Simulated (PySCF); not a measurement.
Spinor energies of Nb⁴⁺ (niobium, charge +4)

Start: [Kr] 4d1; 4d5/2 filled at m_j = +5/2. Calculated with PySCF 2.14 in x2c-QZVPPall-2c: generalised Hartree-Fock with the X2C-1e Hamiltonian and a Gaussian nucleus; one run each with spin-orbit coupling (SO) screened by Boettger's factors, then bare. This is a chosen level, not necessarily the ground level.

| spinor shell | electrons | ε, screened SO (eV) | ε, bare SO (eV) | weight of nominal j (bare SO) | rms radius, bare SO (bohr) |
| --- | --- | --- | --- | --- | --- |
| 1s1/2 | 2 | -19134.2 | -19134.1 | 1.000 | 0.0415 |
| 2s1/2 | 2 | -2791.3 | -2791.2 | 1.000 | 0.171 |
| 2p1/2 | 2 | -2557.3 | -2560.9 | 1.000 | 0.149 |
| 2p3/2 | 4 | -2460.2 | -2458.6 | 1.000 | 0.154 |
| 3s1/2 | 2 | -537.04 | -537.04 | 1.000 | 0.471 |
| 3p1/2 | 2 | -447.28 | -447.89 | 1.000 | 0.470 |
| 3d3/2 | 4 | -272.73 | -273.32 | 0.999 | 0.471 |
| 3d5/2 | 6 | -269.91 | -269.53 | 0.999 | 0.475 |
| 4s1/2 | 2 | -117.91 | -117.91 | 1.000 | 1.21 |
| 4p3/2 | 4 | -86.869 | -86.839 | 0.971 | 1.35 |
| 4p1/2 | 2 | -88.755 | -88.841 | 0.942 | 1.32 |
| 4d5/2 | 1 | -49.805 | -49.771 | 1.000 | 1.74 |

Question: Where does 3p3/2 lie, and what is the 3p spin-orbit splitting (bare SO)?

Answer: At -430.64 eV, 17.252 eV above 3p1/2.

| quantity | screened SO | bare SO |
| --- | --- | --- |
| E (hartree) | -3814.53205 | -3814.57684 |
| M_J | 5/2 | 5/2 |
| ⟨J²⟩ | 8.756 | 8.756 |
| ⟨L²⟩ | 6.012 | 6.013 |
| ⟨S²⟩ | 0.758 | 0.759 |

Each row is a mean over spinors that exchange with the open shell spreads, by up to 4.354 eV (4p3/2).

Breit and QED terms are absent; they matter most for the inner s and p1/2 levels.

Densities and radii are taken from the X2C orbitals without a picture-change correction, which distorts them close to the nucleus.
